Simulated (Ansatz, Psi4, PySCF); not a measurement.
F4Nb (SMILES [F][Nb+]([F])([F])[F]), charge +1, singlet, at a GFN2-xTB geometry (such geometries of metal compounds can be far from the true shape) (the multiplicity is a formal guess) (core potentials on Nb). Base run: PySCF with BHANDHLYP/def2-SVP.

The PySCF input:
```python
from pyscf import gto, scf, dft

mol = gto.Mole()
mol.atom = '''
    Nb    0.00000000    0.00000000    0.00000000
    F     1.17246974    0.82655382   -1.02271078
    F     0.84174568   -1.10525698    1.08336747
    F    -1.12257521   -0.90821621   -1.00934735
    F    -0.89164022    1.18691937    0.94869067
'''
mol.basis = 'def2-svp'
mol.ecp = {'Nb': 'def2-svp'}
mol.charge = 1
mol.verbose = 4
mol.build()

mf = dft.RKS(mol)
mf.xc = 'bhandhlyp'
mf.kernel()
```

The same geometry, method and basis name were run in Ansatz (a program for electronic structure) and Psi4 and PySCF, at each program's defaults and at the settings that a row names. The base is PySCF at its defaults. Differences at the defaults can come from grids, fitting, cores and function types together.

```
code and settings                                                                             ΔE vs base (mEh)  basis functions      E (Eh)  SCF cycles
--------------------------------------------------------------------------------------------  ----------------  ---------------  ----------  ----------
PySCF, defaults (exact integrals, its default grid, spherical functions)                                 0.000               87  -455.68837           9
Psi4, defaults (density fitting with its default set, its default grid, spherical functions)             0.066               87  -455.68831           9
Ansatz, defaults (factorised integrals, its default grid, spherical functions)                          -0.024               87  -455.68840           -
PySCF, density fitting with def2-universal-jkfit                                                         0.106               87  -455.68827           9
PySCF, fine grid                                                                                        -0.027               87  -455.68840           9
Psi4, exact integrals, spherical functions, fine grid                                                   -0.032               87  -455.68840          13
Ansatz, high accuracy                                                                                   -0.027               87  -455.68840           -
```
